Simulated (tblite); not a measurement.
C₉H₇N₃S.
SMILES with atom numbers: `[CH:1](=[CH:2]/[c:3]1[cH:4][cH:5][cH:6][s:7]1)/[c:8]1[n:9][cH:10][n:11][cH:12][n:13]1` (hydrogens: H14 on C1; H15 on C2; H16 on C4; H17 on C5; H18 on C6; H19 on C10; H20 on C12)

Cartesian coordinates in Å at the GFN2-xTB level; atoms count from 1:
```xyz
20
C9H7N3S angstrom
C     -0.8726   -1.4135   -0.7411
C      0.4707   -1.4970   -0.5990
C      1.4467   -0.6058   -0.0765
C      2.7922   -0.9320   -0.0402
C      3.6021    0.0659    0.5067
C      2.8744    1.1555    0.8885
S      1.1958    0.9844    0.5893
C     -1.7427   -0.3361   -0.3812
N     -3.0533   -0.5089   -0.6303
C     -3.8330    0.4888   -0.2910
N     -3.4402    1.6298    0.2661
C     -2.1372    1.7108    0.4719
N     -1.2586    0.7790    0.1746
H     -1.3949   -2.2518   -1.1800
H      0.9173   -2.4233   -0.9476
H      3.1671   -1.8727   -0.4038
H      4.6691   -0.0162    0.6132
H      3.2417    2.0593    1.3348
H     -4.8937    0.3755   -0.4807
H     -1.7560    2.6189    0.9232
```

All values are computed: GFN2-xTB (tblite) harmonic vibrations without scaling, gas phase. Against measured fundamentals such values can be off by several per cent, at times by over 20. One conformer, not necessarily the lowest.

Harmonic wavenumbers (cm⁻¹): 36.9, 48.0, 97.2, 120.7, 189.6, 191.5, 293.3, 294.5, 337.4, 444.6, 513.5, 523.8, 530.0, 561.5, 664.3, 670.6, 715.5, 739.2, 750.0, 751.8, 809.6, 831.9, 847.1, 856.4, 874.7, 877.8, 930.1, 939.1, 1053.8, 1073.3, 1089.8, 1142.5, 1147.2, 1184.8, 1190.3, 1237.3, 1270.3, 1297.8, 1326.2, 1357.0, 1362.0, 1403.7, 1453.6, 1503.0, 1514.0, 1557.9, 1618.8, 3024.5, 3045.5, 3047.3, 3087.4, 3120.5, 3130.8, 3154.8.

A = 1993, B = 459.3, C = 373.3 MHz; mass 189.036 u (most abundant isotopes); point group Cs, symmetry number 1.

Question: Zero-point energy?

Answer: ½Σν̃ = 30917 cm⁻¹ = 369.85 kJ/mol.

Question: What is S at 400 K and 1 bar for an ideal gas of classical rigid rotors and harmonic oscillators?

Answer: Translation 180.34, rotation 134.29, vibration 185.45: S = 500.1 J/(mol K).

Question: And Cp and H(400 K) − H(0)?

Answer: Cp = 231.15 J/(mol K), of which vibrations give 197.90 (their classical limit is 54 R = 449.0); H(400 K) − H(0) = 51.85 kJ/mol without the zero-point energy, 38.55 from vibrations.

Question: Blend soft modes into free rotors: weight 1/[1 + (100 cm⁻¹/ν̃)⁴] for the oscillator and the rest for a rotor with moment μB/(μ + B), μ = h/(8π²ν), B = 10⁻⁴⁴ kg m². What vibrational entropy results?

Answer: 168.35 J/(mol K) in place of 185.45, which changes −T·S at 400 K by +6.84 kJ/mol.

Question: What must be added to the electronic energy to get the Gibbs energy at 400 K and 1 bar?

Answer: ZPE + [H(400 K) − H(0)] − T·S = 369.85 + 51.85 − 200.03 = 221.67 kJ/mol.

Question: Which modes carry the vibrational entropy at 400 K?

Answer: 36.9 cm⁻¹: 25.11; 48.0 cm⁻¹: 22.93; 97.2 cm⁻¹: 17.09; 120.7 cm⁻¹: 15.32; 189.6 cm⁻¹: 11.66; 191.5 cm⁻¹: 11.58 J/(mol K); the other 48 give 81.77 together.

Question: How do the functions run with temperature in this model?

Answer: 
```csv
T (K),S (J/(mol K)),Cp (J/(mol K)),H − H(0) (kJ/mol),G − H(0) (kJ/mol),ln q(vib)
100,310.8,79.9,5.70,-25.38,2.23
200,379.7,126.1,15.90,-60.04,5.04
300,441.1,180.4,31.21,-101.11,7.84
500,556.3,272.9,77.13,-201.03,13.62
800,704.0,352.7,172.35,-390.88,22.15
1000,786.3,383.8,246.20,-540.10,27.45
```

q(vib) and H(0) count from the zero-point level.

Hindered rotation and anharmonicity are outside this model. Other conformers, if any are populated, would add a mixing term that is left out.

The run took 1.1 s on Intel Xeon 6975P-C, one thread, shared host with 192 logical CPUs at a one-minute load of 34. The figure is for the frequency step alone.
